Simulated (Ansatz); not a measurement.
Input file for Ansatz (a program for electronic structure): U-PBE0/def2-TZVPP on HfSb, 2S+1 = 2, a spin state set in the input, which need not be the lowest, a point of a bond scan (R = 2.518 Å). Elements past Kr take the def2 small-core potentials; no spin–orbit coupling.

Ansatz 0.2 input:
```yaml
crystal:
  periodic: [false, false, false]
  atoms:
    - {symbol: Hf, position_ang: [0.00000000, 0.00000000, 0.00000000]}
    - {symbol: Sb, position_ang: [0.00000000, 0.00000000, 2.51763100]}
basis:
  gaussian:
    orbitals: def2-TZVPP
    pivot_positions_ang: [[0.00000000, 0.00000000, 0.00000000], [0.00000000, 0.00000000, 2.51763100]]
hamiltonian:
  xc: {name: PBE0}
magnetization: {spin_polarized: true, initial_magnetization: 1}
output: {forces: true, orbitals: {seedname: ./end}}
```

The head of its log:

```
WARN ansatz: RAYON_NUM_THREADS=1 ignored (pool sized by the plan → 1); use --threads N
Functional definition: PBE0
integrals: 0.03 GiB planned
845 factors; their error is unknown
mean field: 0.47 GiB planned
mean field evaluation 1: about -7836.5563 eV, gradient 2.4e1 eV
mean field evaluation 2: about -7778.1149 eV, gradient 8.4e1 eV
```

Q: Give the final energy of this run.

A: -288.1589 hartree.
